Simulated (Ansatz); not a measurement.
Species: C2H3N, charge 0, multiplicity 1. SMILES: C[N+]#[C-]
Geometry: optimised at B3LYP-D3(BJ)/def2-TZVP (Ansatz, a quantum-chemistry and plane-wave program).

Wanted: atomisation energy (electronic, to ground-state atoms), in kcal/mol. Valence correlation only, unless marked. Open shells are spin-unrestricted. No spin-orbit coupling. No relativistic terms. The coupled-cluster limit lacks core correlation, which all-electron functionals hold. Basis-set limits of correlation are two-point, X^-3; Hartree-Fock from the larger set.

| level | program | atomisation energy (kcal/mol) |
|---|---|---|
| B3LYP-D3(BJ)/def2-TZVPD | Ansatz + dftd3 | 595.2 |
| PBE0/def2-SVP | Ansatz | 598.4 |
| r2SCANh/def2-TZVPD | Ansatz | 582.9 |
| HSE06-D3(BJ)/def2-TZVPD | Ansatz + dftd3 | 595.0 |
| B2PLYP/def2-TZVPD | Ansatz | 587.7 |
| PBE-QIDH/def2-TZVPD | Ansatz | 584.8 |
| MP2/6-31G | Ansatz | 503.1 |
| MP2/cc-pVTZ | Ansatz | 585.0 |
| CCSD/cc-pVTZ | Ansatz | 561.8 |
| CCSD(T)/CBS(cc-pVTZ,cc-pVQZ) | Ansatz | 589.5 |
